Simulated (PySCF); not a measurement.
A PySCF script (with the pyscf-properties extension) for the NMR shieldings of `InChI=1S/H7NPSi2/c2-4-1-3/h2,4H2,3H3/q-1`, on a GFN2-xTB geometry:

```python
import basis_set_exchange as bse
import numpy as np
from pyscf import gto, dft
from pyscf.prop import nmr

atoms = """
Si   -1.772427   -0.545671    0.046238
N    -0.731988    0.657073    0.581065
Si    0.797460    1.220071    0.273070
P     2.350365   -0.333915   -0.405875
H    -2.302412   -0.404216   -1.342432
H    -1.287223   -1.956828    0.070437
H    -2.960745   -0.526946    0.935146
H     1.453560    1.766093    1.488121
H     1.010656    2.240091   -0.795161
H     1.924225   -1.271423    0.500870
H     1.523954   -0.841659   -1.377443
"""
names = dict.fromkeys(["Si", "N", "P", "H"], "pcSseg-1")
basis = {el: gto.basis.parse(bse.get_basis(n, elements=[el], fmt="nwchem")) for el, n in names.items()}
mol = gto.M(atom=atoms, basis=basis, charge=-1, verbose=0)
mf = dft.RKS(mol, xc="PBE0")
mf.grids.level = 2
mf.grids.alignment = dft.numint.BLKSIZE   # the property module wants whole blocks of grid points
mf.conv_tol = 1e-9
mf.kernel()

calc = nmr.RKS(mf)   # GIAO
C = mf.mo_coeff
Co = C[:, mf.mo_occ > 0]
resp = mf.gen_response(singlet=True, hermi=2)
def vind(x):   # induced exchange potential for any number of trial vectors
    d = np.einsum("pi,xij,qj->xpq", C, 2 * x.reshape(-1, C.shape[1], Co.shape[1]), Co, optimize=True)
    return np.einsum("xpq,pi,qj->xij", resp(d - d.transpose(0, 2, 1)), C, Co, optimize=True).ravel()
mo1, _ = nmr.rhf.solve_mo1(calc, with_cphf=vind)
sigma = calc.kernel(mo1)
for i, s in enumerate(sigma):   # ppm
    w = np.linalg.eigvalsh((s + s.T) / 2)
    print("%2d %-2s iso %8.1f  s11 %8.1f  s22 %8.1f  s33 %8.1f" % (i, mol.atom_pure_symbol(i), w.mean(), *w))
```

Q: What does it print?

A: 
```
 0 Si iso    439.1  s11    385.5  s22    391.1  s33    540.6
 1 N  iso    227.6  s11     97.9  s22    271.5  s33    313.4
 2 Si iso    428.2  s11    350.1  s22    382.1  s33    552.5
 3 P  iso    578.6  s11    503.4  s22    613.5  s33    619.0
 4 H  iso     26.4  s11     23.0  s22     23.9  s33     32.3
 5 H  iso     26.4  s11     22.9  s22     24.9  s33     31.3
 6 H  iso     26.6  s11     23.1  s22     24.3  s33     32.4
 7 H  iso     26.3  s11     22.0  s22     24.9  s33     32.0
 8 H  iso     26.0  s11     21.7  s22     24.7  s33     31.6
 9 H  iso     31.1  s11     27.2  s22     28.3  s33     37.7
10 H  iso     31.3  s11     27.6  s22     28.4  s33     37.9
```

These numbers come from an equivalent density-fitted implementation of the same equations, which agrees with the script to about 0.01 ppm for H and up to a few tenths of a ppm for heavy atoms, so last digits may differ.

Q: Turn these shieldings into chemical shifts. References, each an isolated molecule treated in the same way: ²⁹Si (σ = 349.16 ppm), ¹H (σ = 31.72 ppm) against TMS; ¹⁵N (σ = 267.73 ppm) against NH3; ³¹P (σ = 318.38 ppm) vs H3PO4.

A: Averaging equivalent atoms: Si 2: -79.1; Si 0: -89.9; N 1: 40.1; P 3: -260.3; H 7/8: 5.57; H 4/5/6: 5.25; H 9/10: 0.54 ppm. Experimental scales use liquid or dissolved standards, which lie at an offset from isolated NH3 (liquid NH3: subtract about 20 ppm) and H3PO4.

Size and cost of the density-fitted run: 124 basis functions, 9.9 s wall time on 1 thread of an Arm Neoverse V1, shared host; peak memory 0.6 GiB.
